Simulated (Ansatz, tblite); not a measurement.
Removing and adding an electron: H2Te3 (Te₃H₂). Total charge 0; singlet. Geometry: PBE0-D4/def2-SVP. Ansatz, gas phase; energy differences of separate SCF runs; the oxidised species was run as a doublet alone; the reduced species was run as a doublet alone.

```
atom    x (Å)    y (Å)    z (Å)
 Te1   1.2962  -1.6954  -0.4103
 Te2  -0.9725  -0.6770   0.6940
 Te3  -0.8925   1.9816   0.1211
  H4   2.2424  -1.4462   0.9426
  H5  -1.6736   1.8370  -1.3474
```

In the def2 sets Te takes a core potential; there is no spin–orbit coupling. The xTB rows come from tblite. HOMO above LUMO, or a gap near zero within one spin, warns that the state may not be the lowest or that an electron is smeared out.

```csv
level,−HOMO (eV),vertical IE (eV),−LUMO (eV),vertical EA (eV),HOMO–LUMO gap (eV),IE − EA (eV),remarks
GFN1-xTB,9.83,12.91,6.80,3.84,3.03,9.07,–
GFN2-xTB,9.63,13.02,6.10,2.73,3.53,10.29,–
PBE-D4/def2-TZVP,5.50,7.94,3.08,–,2.42,–,gap within one spin near zero (+1 doublet)
PBE-D4/def2-TZVPD,5.52,–,3.12,1.03,2.41,–,HOMO above zero (-1 doublet)
r2SCAN-D4/def2-TZVP,5.74,8.07,2.99,–,2.75,–,–
r2SCAN-D4/def2-TZVPD,5.76,–,3.02,1.03,2.74,–,HOMO above zero (-1 doublet)
PBE0-D4/def2-TZVP,6.48,8.18,2.41,–,4.08,–,–
PBE0-D4/def2-TZVPD,6.50,–,2.44,1.02,4.06,–,HOMO above zero (-1 doublet)
```

   A HOMO above zero means that the electron is unbound at that level or that self-interaction error raises the level; the energy of removing that electron tells which. Raw xTB energy differences between charge states are shifted by several eV; the methods need an empirical correction for them.
